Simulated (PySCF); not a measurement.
## Molecular orbitals of TlS

r²SCAN at R = 2.620 Å; PySCF, scalar-relativistic core potentials, basis sets Tl def2-SVP with ECP60, S def2-SVP. State: ²Π (doublet), unpaired electrons π ↑. Only the outer orbitals are listed, counted within each symmetry, core potentials removing the inner ones.

```json
{"spin": "α", "orbital": "8σ", "occ.": "1", "ε (eV)": "-10.12", "on Tl (%)": "85", "main shells (%)": "84 Tl s, 12 S p"}
{"spin": "α", "orbital": "4π", "occ.": "1", "ε (eV)": "-7.02", "on Tl (%)": "5", "main shells (%)": "95 S p"}
{"spin": "α", "orbital": "9σ", "occ.": "1", "ε (eV)": "-5.75", "on Tl (%)": "31", "main shells (%)": "69 S p, 19 Tl p, 10 Tl s"}
{"spin": "α", "orbital": "4π", "occ.": "1", "ε (eV)": "-5.69", "on Tl (%)": "8", "main shells (%)": "92 S p"}
{"spin": "α", "orbital": "5π", "occ.": "0", "ε (eV)": "-2.11", "on Tl (%)": "96", "main shells (%)": "96 Tl p"}
{"spin": "α", "orbital": "5π", "occ.": "0", "ε (eV)": "-1.94", "on Tl (%)": "93", "main shells (%)": "93 Tl p"}
{"spin": "α", "orbital": "10σ", "occ.": "0", "ε (eV)": "0.07", "on Tl (%)": "89", "main shells (%)": "84 Tl p, 13 S p"}
{"spin": "β", "orbital": "7σ", "occ.": "1", "ε (eV)": "-14.99", "on Tl (%)": "27", "main shells (%)": "73 S s, 20 Tl d"}
{"spin": "β", "orbital": "8σ", "occ.": "1", "ε (eV)": "-10.02", "on Tl (%)": "84", "main shells (%)": "84 Tl s, 10 S p"}
{"spin": "β", "orbital": "9σ", "occ.": "1", "ε (eV)": "-5.44", "on Tl (%)": "32", "main shells (%)": "67 S p, 23 Tl p, 8 Tl s"}
{"spin": "β", "orbital": "4π", "occ.": "1", "ε (eV)": "-5.27", "on Tl (%)": "11", "main shells (%)": "89 S p, 10 Tl p"}
{"spin": "β", "orbital": "4π", "occ.": "0", "ε (eV)": "-4.38", "on Tl (%)": "19", "main shells (%)": "81 S p, 17 Tl p"}
{"spin": "β", "orbital": "5π", "occ.": "0", "ε (eV)": "-1.93", "on Tl (%)": "90", "main shells (%)": "90 Tl p, 10 S p"}
{"spin": "β", "orbital": "5π", "occ.": "0", "ε (eV)": "-1.82", "on Tl (%)": "83", "main shells (%)": "83 Tl p, 17 S p"}
```

**Question.** Which are the highest filled and the lowest empty level, where do they sit, and how wide is the gap?

**Answer.** Highest filled β 4π at -5.27 eV (in %: 89 S p, 10 Tl p); lowest empty β 4π at -4.38 eV (in %: 81 S p, 17 Tl p); the gap at r²SCAN is 0.89 eV. Both belong to one degenerate shell, split only by its one-sided filling, so this is no excitation gap.

```
bond order (Mayer)                              : 1.10
⟨S²⟩                                            : 0.757
charge on Tl (Mulliken, basis-dependent)        : 0.34
charge on Tl (Löwdin, basis-dependent)          : 0.13
dipole moment (positive dipole means Tl(−)S(+)) : -3.35 D
```

These are scalar-relativistic numbers at best; spin–orbit coupling would shift them, the dissociation energy most. The state was picked by a PBE0 search and need not be the measured ground state.
